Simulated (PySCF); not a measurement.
# One molecule, several mistakes: BGeH5NO cation

All numbers below are calculated, not measured. The program is PySCF 2.14.0, an open-source quantum chemistry code, run on an isolated molecule that a program drew, which may never have been made. The molecule is BGeH5NO cation (charge +1, singlet), drawn as the SMILES string `[BH2][Ge+]([NH2])[OH]`.

Each row is a Hartree-Fock (HF) and frozen-core CCSD(T) single point in the cc-pVDZ basis, meant for a local HF minimum. Run 1 is clean. Each other run has one planted mistake out of seven kinds, and not every kind appears here: one electron removed, one electron added, multiplicity raised by two, geometry at a saddle point, minimal basis STO-3G, one bond length entered in bohr, all coordinates scaled. The reference is restricted for singlets and unrestricted otherwise, and also for a bond in bohr. Adding or removing an electron swaps singlet and doublet. Electrons count all cores. HOMO and LUMO are orbital energies over both spins, the gradient is its largest component, and the lowest frequency (negative if imaginary) is given only where the gradient is small. Bond lengths are over the 8 bonds as drawn. T1 is the CCSD diagnostic: over 0.02 (restricted) or 0.045 (unrestricted) a single reference is doubtful. Germanium has the cc-pVDZ-PP basis, with a core potential (ECP10MDF) in place of its 10 inner electrons, and its 3s, 3p and 3d shells are frozen in CCSD(T).

Geometry of the clean run:
```xyz
9
BGeH5NO cation, angstrom
B    -1.0089   -1.0826    1.9306
Ge   -0.4378   -0.6650   -0.0410
N     1.1493   -0.6824   -0.7500
O    -1.7209   -0.2492   -1.0953
H    -1.2841   -2.2089    2.1779
H    -1.0354   -0.1661    2.6821
H     1.3373   -0.4662   -1.7135
H     1.9772   -0.9105   -0.2284
H    -1.5931   -0.0370   -2.0137
```

```
run  electrons  basis functions  <S^2>  HOMO (eV)  LUMO (eV)  gradient (hartree/bohr)  lowest frequency (cm^-1)  mean bond (Å)  longest bond (Å)      T1  HF (hartree)  CCSD(T) (hartree)                          mistake
  1         56               90  0.000     -17.29      -4.22                  3.2e-05                        88         1.3596             2.095  0.0161    -450.05337         -450.61632                         no fault
  2         56               90  0.000     -17.26      -5.07                  1.5e-05                       -83         1.3611             2.110  0.0177    -450.05230         -450.61668       geometry at a saddle point
  3         56               90  1.029     -14.72      -4.84                  1.0e-02                         -         1.5500             3.235  0.0192    -449.95567         -450.47716  one bond length entered in bohr
  4         57               90  0.761      -6.20       2.11                  7.6e-02                         -         1.3596             2.095  0.0156    -450.24229         -450.82445               one electron added
  5         56               90  0.000     -16.65      -4.32                  5.4e-02                         -         1.4453             2.227  0.0202    -450.02184         -450.60172           all coordinates scaled
  6         55               90  0.760     -23.53     -13.13                  1.3e-01                         -         1.3596             2.095  0.0301    -449.50879         -450.03238                                ?
```

**Which mistake was planted in run 6, and what did it cost?**

It counts 55 electrons, one fewer than the clean run, at the same geometry and basis. So the mistake is: one electron removed. Subtracting run 1 and multiplying by 627.51 kcal/mol a hartree, the energy moved by 341.7 kcal/mol in HF and 366.4 kcal/mol in CCSD(T).

Cautions from the logs. Run 5: T1 is over the limit, so its CCSD(T) energy is less reliable.
